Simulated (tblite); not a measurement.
Compound: C₉H₁₈Si.
Atom-mapped SMILES: `[SiH3:1][CH2:2][C@:3]12[CH2:4][CH2:5][CH2:6][C@H:7]1[CH2:8][CH2:9][CH2:10]2` (hydrogens: H11, H12, H13 on Si1; H14, H15 on C2; H16, H17 on C4; H18, H19 on C5; H20, H21 on C6; H22 on C7; H23, H24 on C8; H25, H26 on C9; H27, H28 on C10)

Computed with GFN2-xTB (tblite), gas phase: L-BFGS steps from a force-field or distance-geometry start until the largest atomic force falls under 0.01 eV/Å.

Step 112: E = -822.2014 eV
```
atom  x, y, z in Å  |  force x, y, z in eV/Å
Si1     2.9455    0.1402   -0.4815   -0.005   0.011  -0.018
C2      1.4665   -1.0505   -0.3199   -0.018   0.035   0.014
C3      0.1171   -0.5295    0.1866    0.000   0.064   0.012
C4     -0.8817   -1.6961    0.3468    0.035   0.057   0.001
C5     -2.2346   -1.1186   -0.0583    0.007   0.023  -0.016
C6     -1.8789   -0.2046   -1.2304   -0.010  -0.014   0.007
C7     -0.5508    0.4456   -0.8228   -0.008  -0.010  -0.033
C8     -0.7236    1.7867   -0.0946    0.000  -0.045   0.004
C9      0.2650    1.7405    1.0655    0.004  -0.016   0.052
C10     0.2428    0.2758    1.4913    0.011   0.013   0.046
H11     3.4039    0.6205    0.8248   -0.019  -0.004  -0.001
H12     2.6594    1.2819   -1.3553   -0.044  -0.017   0.021
H13     4.0433   -0.6155   -1.0956   -0.027  -0.027   0.016
H14     1.7743   -1.8758    0.3272    0.019  -0.020   0.035
H15     1.2956   -1.4885   -1.3069    0.007  -0.057  -0.017
H16    -0.6171   -2.5126   -0.3275    0.001   0.006  -0.015
H17    -0.8796   -2.0835    1.3655   -0.004  -0.044  -0.012
H18    -2.6595   -0.5402    0.7643    0.017   0.021  -0.037
H19    -2.9507   -1.8915   -0.3372   -0.001   0.013   0.017
H20    -1.7432   -0.8101   -2.1295    0.021   0.020   0.019
H21    -2.6496    0.5380   -1.4383    0.000  -0.023   0.007
H22     0.0887    0.5831   -1.6955    0.020   0.022  -0.032
H23    -0.5477    2.6377   -0.7525   -0.005  -0.020  -0.007
H24    -1.7399    1.8675    0.2929   -0.022  -0.004   0.029
H25     1.2631    2.0241    0.7308   -0.022  -0.001  -0.032
H26    -0.0231    2.4074    1.8774    0.007   0.027   0.024
H27    -0.6326    0.1041    2.1235    0.029  -0.016  -0.059
H28     1.1261   -0.0086    2.0633    0.005   0.006  -0.026
```

Step 113: E = -822.2029 eV
```
atom  x, y, z in Å  |  force x, y, z in eV/Å
Si1     2.9449    0.1383   -0.4811   -0.010   0.013  -0.023
C2      1.4670   -1.0537   -0.3196   -0.023   0.040   0.006
C3      0.1180   -0.5287    0.1849    0.002   0.048   0.010
C4     -0.8826   -1.6922    0.3471    0.026   0.037  -0.002
C5     -2.2338   -1.1132   -0.0586   -0.004   0.021  -0.016
C6     -1.8776   -0.2057   -1.2349    0.019  -0.006   0.021
C7     -0.5507    0.4464   -0.8253    0.024  -0.003  -0.002
C8     -0.7259    1.7850   -0.0932    0.004  -0.041   0.016
C9      0.2639    1.7398    1.0673   -0.003  -0.014   0.025
C10     0.2466    0.2749    1.4904    0.003   0.013   0.026
H11     3.4011    0.6230    0.8240   -0.012  -0.010   0.005
H12     2.6521    1.2800   -1.3520   -0.041  -0.012   0.012
H13     4.0444   -0.6122   -1.0984   -0.028  -0.028   0.021
H14     1.7725   -1.8799    0.3273    0.019  -0.010   0.045
H15     1.2970   -1.4930   -1.3058    0.002  -0.053  -0.030
H16    -0.6213   -2.5109   -0.3245    0.015  -0.012  -0.041
H17    -0.8822   -2.0792    1.3652   -0.001  -0.044   0.014
H18    -2.6535   -0.5302    0.7627    0.002   0.034  -0.031
H19    -2.9527   -1.8857   -0.3303   -0.010   0.008   0.006
H20    -1.7344   -0.8152   -2.1299    0.002   0.013   0.014
H21    -2.6488    0.5348   -1.4494    0.010  -0.027   0.008
H22     0.0909    0.5856   -1.6965    0.011   0.026  -0.027
H23    -0.5536    2.6386   -0.7491   -0.009  -0.026   0.001
H24    -1.7414    1.8606    0.2979   -0.019   0.001   0.015
H25     1.2613    2.0251    0.7325   -0.021   0.017  -0.030
H26    -0.0282    2.4042    1.8800    0.022   0.029   0.018
H27    -0.6259    0.1023    2.1249    0.007  -0.031  -0.043
H28     1.1316   -0.0112    2.0583    0.013   0.016  -0.019
```

Step 114: E = -822.2041 eV
```
atom  x, y, z in Å  |  force x, y, z in eV/Å
Si1     2.9441    0.1383   -0.4826   -0.015   0.007  -0.017
C2      1.4681   -1.0554   -0.3181   -0.016   0.021  -0.006
C3      0.1192   -0.5278    0.1839    0.007   0.013   0.004
C4     -0.8826   -1.6892    0.3463    0.012   0.002  -0.005
C5     -2.2328   -1.1076   -0.0578   -0.005   0.007  -0.007
C6     -1.8761   -0.2059   -1.2377    0.039   0.000   0.024
C7     -0.5494    0.4464   -0.8279    0.044   0.006   0.027
C8     -0.7267    1.7825   -0.0922    0.002  -0.014   0.023
C9      0.2627    1.7384    1.0698   -0.012   0.000  -0.004
C10     0.2478    0.2735    1.4907    0.001   0.013  -0.004
H11     3.3986    0.6281    0.8211   -0.006  -0.016   0.008
H12     2.6455    1.2796   -1.3511   -0.038  -0.006  -0.001
H13     4.0428   -0.6118   -1.1015   -0.025  -0.024   0.023
H14     1.7741   -1.8807    0.3310    0.008   0.012   0.040
H15     1.3000   -1.4992   -1.3033   -0.003  -0.038  -0.017
H16    -0.6251   -2.5082   -0.3262    0.025  -0.014  -0.051
H17    -0.8834   -2.0798    1.3631    0.005  -0.032   0.022
H18    -2.6467   -0.5199    0.7627   -0.010   0.043  -0.024
H19    -2.9548   -1.8792   -0.3222   -0.017   0.006  -0.006
H20    -1.7282   -0.8183   -2.1294   -0.013   0.001   0.003
H21    -2.6476    0.5330   -1.4566    0.018  -0.024   0.006
H22     0.0935    0.5867   -1.6986   -0.002   0.028  -0.012
H23    -0.5566    2.6378   -0.7471   -0.012  -0.029   0.014
H24    -1.7424    1.8549    0.3003   -0.008   0.001   0.001
H25     1.2596    2.0248    0.7347   -0.020   0.030  -0.021
H26    -0.0333    2.4018    1.8823    0.036   0.023   0.008
H27    -0.6242    0.0996    2.1237   -0.016  -0.040  -0.019
H28     1.1327   -0.0149    2.0568    0.024   0.024  -0.010
```

Question: Estimate the geometry and energy of step 115. (The exact step hangs on the optimiser's Hessian estimate; all steps are aligned on step 114, rigid shifts and turns removed.)

Answer: E = -822.2051 eV, largest force 0.058 eV/Å
```
atom  x, y, z in Å  |  force x, y, z in eV/Å
Si1     2.9431    0.1399   -0.4851   -0.017  -0.002  -0.003
C2      1.4697   -1.0560   -0.3158   -0.001  -0.007  -0.012
C3      0.1204   -0.5273    0.1833    0.011  -0.022  -0.004
C4     -0.8822   -1.6878    0.3444    0.001  -0.031  -0.006
C5     -2.2317   -1.1024   -0.0563    0.001  -0.012   0.007
C6     -1.8745   -0.2053   -1.2385    0.041  -0.001   0.020
C7     -0.5470    0.4461   -0.8298    0.040   0.009   0.041
C8     -0.7264    1.7801   -0.0919   -0.004   0.012   0.027
C9      0.2615    1.7369    1.0722   -0.015   0.014  -0.025
C10     0.2468    0.2720    1.4914    0.001   0.008  -0.025
H11     3.3975    0.6344    0.8169   -0.002  -0.020   0.007
H12     2.6403    1.2800   -1.3524   -0.037   0.002  -0.014
H13     4.0394   -0.6132   -1.1043   -0.019  -0.017   0.022
H14     1.7776   -1.8781    0.3380   -0.004   0.033   0.026
H15     1.3039   -1.5064   -1.2992   -0.007  -0.021   0.006
H16    -0.6280   -2.5051   -0.3321    0.025  -0.004  -0.045
H17    -0.8829   -2.0845    1.3593    0.011  -0.015   0.013
H18    -2.6398   -0.5108    0.7640   -0.015   0.044  -0.020
H19    -2.9573   -1.8729   -0.3145   -0.020   0.010  -0.014
H20    -1.7258   -0.8194   -2.1283   -0.018  -0.011  -0.009
H21    -2.6462    0.5327   -1.4593    0.021  -0.013   0.003
H22     0.0958    0.5864   -1.7013   -0.011   0.028   0.008
H23    -0.5569    2.6357   -0.7464   -0.013  -0.021   0.021
H24    -1.7429    1.8508    0.3004    0.004   0.001  -0.010
H25     1.2582    2.0235    0.7367   -0.024   0.033  -0.008
H26    -0.0371    2.4006    1.8840    0.047   0.013  -0.001
H27    -0.6269    0.0962    2.1206   -0.025  -0.038   0.000
H28     1.1301   -0.0186    2.0582    0.030   0.029  -0.003
```

The energy changes by -0.0010 eV. The first-order estimate −F·Δx gives -0.0014 eV and the mean of the old and new forces, exact on a quadratic surface, -0.0010 eV. The step makes an angle of 75° with the force vector and moves no atom by more than 0.011 Å.

What follows is the cost of the whole relaxation. The run took 5.6 s of wall time on AMD EPYC, one thread, no GPU (shared host).
